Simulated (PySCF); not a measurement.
Sb²⁺: ionisation energy

Sb²⁺ [Kr] 4d10 5s2 5p1 (2P) → Sb³⁺ [Kr] 4d10 5s2 (1S), as a difference of total energies. Computed with PySCF 2.14 in aug-cc-pwCVTZ-PP with ECP28MDF (8s7p6d4f1g, 96 functions), with a scalar-relativistic core potential. Correlated levels: valence: 4s2 4p6 4d10 frozen; valence and next inner shell: nothing frozen outside the core potential. The calculations carry no spin-orbit coupling.

```csv
method,ionisation energy (eV)
UHF,24.154
LDA,24.932
PBE,24.714
PBE0,24.749
r2SCAN,24.892
TPSS,24.676
PW91,24.803
M06-L,24.380
SCS-MP2 (valence),24.379
MP2 (valence and next inner shell),24.633
SCS-MP2 (valence and next inner shell),24.555
```

Estimate what HSE06 gives.

24.765 eV, closest to PBE0 among the rows shown.

Estimate what MP2 (valence) gives.

24.387 eV, closest to M06-L among the rows shown.

The reference lies between the lowest fine-structure levels, while these numbers refer to the centres of the terms.

Errors of the correlated levels include the incompleteness of this basis and the frozen core.

For comparison: 25.323 eV (measured; NIST Atomic Spectra Database, ionization energies).
